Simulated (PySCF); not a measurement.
**Ionisation energy of Se(2+) by level of theory**

Se(2+) [Ar] 3d10 4s2 4p2 (3P) → Se(3+) [Ar] 3d10 4s2 4p1 (2P), as a difference of total energies. Calculation: PySCF 2.14, in x2c-TZVPPall with one added diffuse shell each of s, p, d type (7s6p5d1f, 57 functions); scalar relativity by spin-free X2C-1e. Correlated levels: valence: [Ar] 3d10 frozen; valence and next inner shell: [Ne] frozen. The calculations carry no spin-orbit coupling.

```json
{"method": "UHF", "ionisation energy (eV)": "30.991", "plus first-order spin-orbit estimate": "30.950", "error of that sum (eV)": "-0.747"}
{"method": "LDA", "ionisation energy (eV)": "31.758", "plus first-order spin-orbit estimate": "31.717", "error of that sum (eV)": "+0.020"}
{"method": "PBE", "ionisation energy (eV)": "31.570", "plus first-order spin-orbit estimate": "31.530", "error of that sum (eV)": "-0.167"}
{"method": "PBE0", "ionisation energy (eV)": "31.631", "plus first-order spin-orbit estimate": "31.590", "error of that sum (eV)": "-0.107"}
{"method": "r2SCAN", "ionisation energy (eV)": "31.828", "plus first-order spin-orbit estimate": "31.787", "error of that sum (eV)": "+0.090"}
{"method": "r2SCANh", "ionisation energy (eV)": "31.824", "plus first-order spin-orbit estimate": "31.783", "error of that sum (eV)": "+0.086"}
{"method": "M06-2X", "ionisation energy (eV)": "31.409", "plus first-order spin-orbit estimate": "31.368", "error of that sum (eV)": "-0.329"}
{"method": "wB97M-V", "ionisation energy (eV)": "31.407", "plus first-order spin-orbit estimate": "31.366", "error of that sum (eV)": "-0.331"}
{"method": "B3LYP", "ionisation energy (eV)": "31.628", "plus first-order spin-orbit estimate": "31.588", "error of that sum (eV)": "-0.109"}
{"method": "MP2 (valence)", "ionisation energy (eV)": "31.384", "plus first-order spin-orbit estimate": "31.344", "error of that sum (eV)": "-0.353"}
{"method": "SCS-MP2 (valence)", "ionisation energy (eV)": "31.308", "plus first-order spin-orbit estimate": "31.267", "error of that sum (eV)": "-0.430"}
{"method": "MP2 (valence and next inner shell)", "ionisation energy (eV)": "31.478", "plus first-order spin-orbit estimate": "31.438", "error of that sum (eV)": "-0.259"}
{"method": "SCS-MP2 (valence and next inner shell)", "ionisation energy (eV)": "31.370", "plus first-order spin-orbit estimate": "31.329", "error of that sum (eV)": "-0.368"}
```

Reference: 31.697 ± 0.019 eV (measured; NIST Atomic Spectra Database, ionization energies).

A first-order spin-orbit estimate (lowest level to lowest level, LS coupling) adds -0.041 eV.

Errors of the correlated levels include the incompleteness of this basis and the frozen core.
